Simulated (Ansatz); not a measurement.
System: sum formula FeOH$_{2}$, charge 0, multiplicity 5. The spin state was set by rule; other spins were not relaxed. SMILES: [OH][FeH]
Structure (B3LYP-D3(BJ)/def2-TZVP (Ansatz, a first-principles code) minimum search):
```
Fe
O 1 1.7876
H 2 0.9568 1 138.12
H 1 1.6292 3 162.90 2 180.00
```
Charge 0, spin multiplicity 5.

Wanted: atomisation energy (electronic, to ground-state atoms), in kJ/mol. Valence correlation only, unless marked. Open shells are spin-unrestricted. Spin-orbit coupling is left out. The frozen core is the preceding noble-gas configuration, with the filled d and f shells of earlier blocks. Non-relativistic. The coupled-cluster limit lacks core correlation, which all-electron functionals hold. Basis-set limits of correlation are two-point, X^-3; Hartree-Fock from the larger set. [CCSD(T)-MP2]/basis is that difference in the basis named.

```csv
level,program,atomisation energy (kJ/mol)
B3LYP-D3(BJ)/def2-TZVPD,Ansatz + dftd3,…
PBE0-D4/def2-TZVPD,Ansatz + dftd4,1089.1
B2GP-PLYP-D4/def2-TZVPD,Ansatz + dftd4,1071.1
B2PLYP-D3(BJ)/def2-TZVPD,Ansatz + dftd3,…
"RI-MP2/CBS(def2-TZVPPD,def2-QZVPPD)+[CCSD(T)-MP2]/def2-TZVPPD",Ansatz,1097.8
```

Q: Some entries are withheld; supply them.

A: 
- B3LYP-D3(BJ)/def2-TZVPD, atomisation energy (kJ/mol): 1098.7
- B2PLYP-D3(BJ)/def2-TZVPD, atomisation energy (kJ/mol): 1082.3
